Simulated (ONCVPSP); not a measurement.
# An all-electron radial function and its pseudo partner (Zr (Z = 40))

Columns: radius, all-electron u(r) and pseudo u(r) of the 4p shell (level -42.90 eV) of zirconium in the configuration [Ar] 3d10 4s2 4p6 4d2 5s0.5; PBE, scalar-relativistic, ONCV scheme, ONCVPSP 4.0.1.

```json
{"r (bohr)": "0.135", "all-electron": "0.1744", "pseudo": "0.0281"}
{"r (bohr)": "0.270", "all-electron": "-0.4144", "pseudo": "0.1128"}
{"r (bohr)": "0.405", "all-electron": "-0.4302", "pseudo": "0.2465"}
{"r (bohr)": "0.540", "all-electron": "-0.0757", "pseudo": "0.4061"}
{"r (bohr)": "0.675", "all-electron": "0.3314", "pseudo": "0.5648"}
{"r (bohr)": "0.810", "all-electron": "0.6510", "pseudo": "0.7084"}
{"r (bohr)": "0.945", "all-electron": "0.8530", "pseudo": "0.8317"}
{"r (bohr)": "1.080", "all-electron": "0.9494", "pseudo": "0.9205"}
{"r (bohr)": "1.215", "all-electron": "0.9657", "pseudo": "0.9539"}
{"r (bohr)": "1.350", "all-electron": "0.9282", "pseudo": "0.9268"}
{"r (bohr)": "1.485", "all-electron": "0.8587", "pseudo": "0.8586"}
{"r (bohr)": "1.620", "all-electron": "0.7730", "pseudo": "0.7730"}
{"r (bohr)": "1.755", "all-electron": "0.6822", "pseudo": "0.6821"}
{"r (bohr)": "1.890", "all-electron": "0.5930", "pseudo": "0.5930"}
{"r (bohr)": "2.025", "all-electron": "0.5096", "pseudo": "0.5095"}
{"r (bohr)": "2.160", "all-electron": "0.4339", "pseudo": "0.4338"}
{"r (bohr)": "2.295", "all-electron": "0.3667", "pseudo": "0.3667"}
{"r (bohr)": "2.430", "all-electron": "0.3081", "pseudo": "0.3081"}
{"r (bohr)": "2.565", "all-electron": "0.2576", "pseudo": "0.2575"}
{"r (bohr)": "2.700", "all-electron": "0.2144", "pseudo": "0.2144"}
{"r (bohr)": "2.835", "all-electron": "0.1779", "pseudo": "0.1778"}
{"r (bohr)": "2.970", "all-electron": "0.1471", "pseudo": "0.1471"}
{"r (bohr)": "3.105", "all-electron": "0.1213", "pseudo": "0.1213"}
{"r (bohr)": "3.240", "all-electron": "0.0997", "pseudo": "0.0997"}
{"r (bohr)": "3.375", "all-electron": "0.0819", "pseudo": "0.0818"}
{"r (bohr)": "3.510", "all-electron": "0.0670", "pseudo": "0.0670"}
```

Problem. How many radial nodes do the two functions have?

Solution. The all-electron 4p function has n − l − 1 = 2; the pseudo-wave has 0, since the states of the same l below it are removed with the core.

Problem. At about which radius was the pseudo-wave matched?

Solution. 1.50 bohr, where the columns begin to agree (steps of 0.14 bohr).

Problem. Where does each function peak?

Solution. Outermost all-electron maximum near 1.22 bohr, pseudo maximum near 1.22 bohr (to the table’s step).

Problem. Is the pseudo-wave norm-conserving?

Solution. Yes: the ONCV scheme keeps the norm inside the radius equal to the all-electron one, which fixes the energy derivative of the logarithmic derivative at the level.
